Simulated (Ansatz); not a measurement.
Mulliken charges of CH5SeSi (`C[Se][SiH2]`) radical from B3LYP/def2-TZVPP in Ansatz (PBE0-D4/def2-TZVP geometry).

```csv
atom,x (Å),y (Å),z (Å),charge (e)
C1,-0.874,1.028,-0.369,-0.369
Se2,0.773,0.838,0.670,-0.052
Si3,1.262,-1.283,0.066,0.105
H4,-1.580,0.247,-0.096,0.139
H5,-0.651,0.991,-1.432,0.141
H6,-1.288,2.002,-0.114,0.135
H7,2.379,-1.714,0.952,-0.046
H8,0.072,-2.166,0.267,-0.052
```

Q: By hand: the dipole of these point charges (1 e Å = 4.8032 D).

A: Σ q r = (-0.184, 0.078, -0.180) e Å, of length 0.269 e Å = 1.29 D.

Q: How does the dipole of the full density compare? (Estimate.)

A: Computed: (-0.250, 0.046, -0.150) e Å, 1.42 D; the point charges give 0.91 times that, at 15° from its direction.

Point charges leave out the atoms' own dipoles, such as those of lone pairs, and Mulliken's split depends on the basis, so the close match here is no proof of good charges.

B3LYP here is the variant with VWN-RPA as its local correlation; programs differ in this.
